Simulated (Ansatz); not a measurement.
Start from `[NH]=[W](=[NH])([NH2])[OH]` and change one atom or group to get `[NH]=[W](=[NH])([NH2])[F]`.

Ansatz, PBE0-D4/def2-TZVP geometries, multiplicity 1. Each molecule was computed in one conformer, which needn't be the lowest.

Elements past krypton have def2 core potentials.

```
                                        property  `[NH]=[W](=[NH])([NH2])[OH]`
               LUMO energy (PBE/def2-TZVPP) / eV                         -1.20
         HOMO–LUMO gap (ωB97M-V/def2-TZVPP) / eV                         10.98
             HOMO energy (B3LYP/def2-TZVPP) / eV                         -7.04
  zero-point energy (PBE0-D4/def2-TZVP) / kJ/mol                         176.1
size of the dipole moment (B3LYP/def2-TZVPP) / D                          1.73
            HOMO–LUMO gap (PBE0/def2-TZVPP) / eV                          6.91
```

(1) Give the same properties after the change, and the shifts. (Best estimate.)

Results:

(1) The calculation gave: 
```tsv
property	`[NH]=[W](=[NH])([NH2])[F]`	shift
LUMO energy (PBE/def2-TZVPP) / eV	-1.51	-0.31
HOMO–LUMO gap (ωB97M-V/def2-TZVPP) / eV	11.28	0.30
HOMO energy (B3LYP/def2-TZVPP) / eV	-7.46	-0.42
zero-point energy (PBE0-D4/def2-TZVP) / kJ/mol	147.6	-28.5
size of the dipole moment (B3LYP/def2-TZVPP) / D	2.93	1.20
HOMO–LUMO gap (PBE0/def2-TZVPP) / eV	6.98	0.07
```

With PBE0 the HOMO falls by 0.42 eV and the LUMO falls by 0.34 eV, so the gap widens by about 0.08 eV. PBE moves the HOMO by -0.42 eV and ωB97M-V by -0.42 eV. The zero-point energy changes by -28.5 kJ/mol with -3 modes. Dipoles are sizes alone; their direction can turn.

B3LYP here is the variant with VWN-RPA as its local correlation; programs differ in this.
